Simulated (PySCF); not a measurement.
W(O)2(SH)2 (H2O2S2W), SMILES [O]=[W](=[O])([SH])[SH], multiplicity 1. The structure is a stationary point at B3LYP-D3(BJ)/def2-SVP. The spin state was assumed, not searched. The structure was generated by enumeration; whether it is a known compound was not checked. The def2 effective core potentials stand for the cores of W; spin–orbit coupling is left out. The values are those of a single conformer.

Give the equilibrium geometry at B3LYP-D3(BJ)/def2-SVP (PySCF confirms it by a frequency run) as a Z-matrix, and its point group. (An estimate is asked for; the answer gives what the named calculation found.)

This is not unique; one that fits is point group C2.
```
W
O 1 1.7124
O 1 1.7124 2 111.85
S 1 2.3594 2 105.75 3 120.06
H 4 1.3572 1 94.36 2 -160.39
S 1 2.3594 2 110.27 3 -117.38
H 6 1.3572 1 94.36 2 -39.30
```
Charge 0, spin multiplicity 1.
